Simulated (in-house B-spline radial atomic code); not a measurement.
**LDA exchange-only excitations of Kr IX (Kr8+)**

Method: LDA exchange-only. Computed with an all-electron radial atomic-structure program (B-spline basis): linear response of the closed shell [Ar] 3d10 with the functional's adiabatic kernel; scalar-relativistic (spin-free one-electron X2C), finite nucleus, no spin-orbit coupling, no double excitations, S, P, D and F terms only. Only terms of natural parity with L up to 3 were computed.

Command:
```bash
python run_td.py task.json out
```
Settings (radii: box in bohr, nucleus in fm):
```
Z                        36
electrons                28
configuration            [Ar] 3d10
hamiltonian              x2c
method                   lda,
box_radius               11.59
rms_radius               4.1884
intervals                69
```

Time taken, with all properties: 0.7 s on 1 thread of Intel(R) Xeon(R) Platinum 8259CL CPU @ 2.50GHz (Skylake/Cascade Lake), on a shared host.

The lowest states, in the order of their Tamm-Dancoff energies; the method's threshold (minus the highest occupied level) is 213.17 eV. Labels give the largest channel, * marks a mixed state, and oscillator strengths are full-response dipole values. Semilocal kernels can invert the small singlet-triplet splittings of Rydberg terms. Energies in eV:

| state | full response | Tamm-Dancoff | oscillator strength |
| --- | --- | --- | --- |
| 3d → 4s 3D | 79.27 | 79.28 | - |
| 3d → 4s 1D | 80.22 | 80.23 | - |
| 3d → 4p 3P | 98.09 | 98.11 | - |
| 3d → 4p 3F | 98.51 | 98.52 | - |
| 3d → 4p 1F | 99.25 | 99.26 | - |
| 3d → 4p 1P | ? | ? | ? |
| 3d → 4d 3S | 126.57 | 126.62 | - |
| 3d → 4d 3D | 128.23 | 128.24 | - |
| 3d → 4d 1D | 129.32 | 129.34 | - |
| 3d → 4d 1S | ? | ? | - |

(1) Where does 3d → 4p 1P lie?

(2) Where does 3d → 4d 1S lie?

(3) How large is the singlet-triplet splitting of 3d → 4s (D terms) in Tamm-Dancoff?

(4) What polarisabilities and dispersion coefficient does the method give?

## Answers

(1) At 100.61 eV in full response, 100.71 eV in Tamm-Dancoff, oscillator strength 0.548.

(2) At 136.81 eV in full response, 137.82 eV in Tamm-Dancoff.

(3) 0.947 eV, from the unrounded values.

(4) Dipole 0.2149 bohr³, quadrupole 0.147 bohr⁵, C6 0.2523 hartree·bohr⁶ for two such species.
